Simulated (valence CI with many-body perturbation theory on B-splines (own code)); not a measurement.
The numbers below are computed, except where a source is named.
**Hyperfine factors and g values of Xe²²⁺**

Method: valence CI with perturbative core correlation (CI+MBPT): four valence electrons over a frozen Dirac-Fock core [Ar] 3d10, a basis of 11 s, 11 p, 10 d, 8 f, 5 g, 2 h functions for each j, with the one-electron correlation potential Σ1, the two-electron term Σ2, the three-electron term Σ3, Breit, model QED; selected CI, second order for the rest, scaled by the run's own slope (own B-spline code, finite nucleus).

No measured spectrum was set against this ion. As an estimate, levels hold to about 250 cm⁻¹ or 0.2 % of their energy and the worst to 1 %, as in measured heavy ions of charge 2 to 7; those with d or f electrons hold less well. Among the levels kept, up to 470 cm⁻¹ of a level comes from second order outside the variational space, and about a tenth of that is noise between levels of different J, which matters for small intervals.

A/g_I is the dipole constant over the nuclear g factor μ/I (μ in nuclear magnetons, uniformly magnetised nucleus), B/Q the quadrupole constant per barn. Both hold the static response of the core; the bare values leave it out. Large factors of s and p1/2 electrons are usually good to 5 to 10 %; those of open d and f shells near neutrality can be off by tens of per cent, and small factors of p3/2, d and f electrons come from cancelling terms and can be off by a factor of two or in sign, in half-filled shells by more. B is blank for J = 1/2, where it vanishes, and for nearly pure S terms. Energies count from the lowest level. Levels with J = 0 are left out.

Levels are named by their leading jj configuration (3d3/2^4 stands for four electrons in 3d with j = 3/2), which in mixed levels can hold well under half, so a name can repeat and another be missing. Letters in brackets count levels of one name in rising energy.

| Level | E (cm⁻¹) | g | A/g_I (MHz) | A/g_I bare | B/Q (MHz/b) | B/Q bare |
| --- | --- | --- | --- | --- | --- | --- |
| (4s^2 4p1/2 4p3/2) J=1 | 113580 | 1.500 | -4920 | -4880 | 14100 | 13300 |
| (4s^2 4p1/2 4p3/2) J=2 | 133420 | 1.223 | 33800 | 32200 | 17200 | 16300 |
| (4s^2 4p3/2^2) J=2 | 262260 | 1.274 | 15900 | 15100 | 10800 | 10200 |
| (4s 4p1/2^2 4p3/2) J=2 | 505170 | 1.778 | 83900 | 80100 | 13100 | 12500 |
| (4s 4p1/2^2 4p3/2) J=1 | 577970 | 0.872 | -47800 | -45500 | 24000 | 22900 |
| (4s 4p1/2 4p3/2^2) J=2 [a] | 620930 | 1.416 | 60600 | 57800 | 25000 | 23800 |
| (4s 4p1/2 4p3/2^2) J=3 | 654710 | 1.331 | 74800 | 71400 | -1910 | -1780 |
| (4s 4p1/2 4p3/2^2) J=1 [a] | 711410 | 1.281 | 70800 | 67500 | -25800 | -24500 |
| (4s 4p1/2 4p3/2^2) J=2 [b] | 716010 | 1.147 | 10900 | 10500 | -20500 | -19500 |
| (4s 4p1/2 4p3/2^2) J=1 [b] | 759120 | 1.513 | 27300 | 26100 | 4100 | 3900 |
| (4s^2 4p1/2 4d3/2) J=2 | 805700 | 1.042 | 54200 | 51800 | -7430 | -7060 |
| (4s 4p3/2^3) J=2 | 829280 | 0.989 | 46800 | 44800 | -869 | -847 |
| (4s^2 4p1/2 4d5/2) J=3 | 866710 | 1.102 | 17700 | 17000 | 11600 | 11000 |
| (4s^2 4p1/2 4d5/2) J=2 | 889070 | 1.282 | -3510 | -3150 | 4410 | 4190 |
| (4s^2 4p1/2 4d3/2) J=1 | 889710 | 0.983 | -20700 | -19600 | 2620 | 2500 |
| (4s 4p3/2^3) J=1 | 902580 | 1.159 | -40200 | -38300 | -2120 | -1990 |
| (4s^2 4p3/2 4d5/2) J=4 | 966630 | 1.249 | 7290 | 7020 | 34000 | 32300 |
| (4s^2 4p3/2 4d3/2) J=2 | 987440 | 1.034 | 7000 | 6680 | -3740 | -3560 |
| (4s^2 4p3/2 4d3/2) J=3 | 1005100 | 1.235 | 11900 | 11500 | 4670 | 4470 |
| (4s^2 4p3/2 4d3/2) J=1 | 1008800 | 1.218 | 5820 | 5730 | -13600 | -12900 |
| (4s^2 4p3/2 4d5/2) J=2 | 1025700 | 1.303 | 13700 | 13300 | -19100 | -18100 |
| (4s^2 4p3/2 4d5/2) J=3 | 1071600 | 1.077 | 9110 | 8780 | 19900 | 19000 |
| (4s^2 4p3/2 4d5/2) J=1 | 1088700 | 0.966 | -4230 | -3760 | 4240 | 4030 |
| (4p1/2^2 4p3/2^2) J=2 | 1126400 | 1.351 | 18300 | 17600 | 350 | 338 |
| (4s 4p1/2^2 4d3/2) J=1 | 1192200 | 0.281 | -59000 | -56100 | 1780 | 1690 |
| (4s 4p1/2^2 4d3/2) J=2 | 1206900 | 1.156 | 34800 | 33400 | 7370 | 7000 |
| (4s 4p1/2^2 4d5/2) J=3 | 1237300 | 1.367 | 42400 | 40600 | 10900 | 10300 |
| (4p1/2 4p3/2^3) J=1 | 1247900 | 1.431 | 2710 | 2790 | -11000 | -10500 |
| (4p1/2 4p3/2^3) J=2 | 1260000 | 1.138 | 37200 | 35500 | -29800 | -28300 |
| (4s 4p1/2 4p3/2 4d3/2) J=2 [a] | 1292500 | 1.102 | 14900 | 14300 | -11700 | -11100 |
| (4s 4p1/2 4p3/2 4d3/2) J=1 [a] | 1294100 | 1.344 | 35400 | 33900 | -15600 | -14800 |
| (4s 4p1/2 4p3/2 4d3/2) J=3 [a] | 1298400 | 1.252 | 46100 | 44100 | -10600 | -10000 |
| (4s 4p1/2 4p3/2 4d5/2) J=4 [a] | 1303200 | 1.364 | 34900 | 33500 | 21100 | 20000 |
| (4s 4p1/2^2 4d5/2) J=2 | 1306300 | 1.021 | 6950 | 6820 | -1490 | -1360 |

(1) Take the isotope of mass number 129, with I = 1/2, μ = -0.77796 μN. What is the hyperfine structure of (4s 4p1/2^2 4p3/2) J=1?

Results:

(1) From the table A = 74300 MHz. Shifts from the centre of gravity in MHz: F = 1/2: -74300, F = 3/2: 37200.
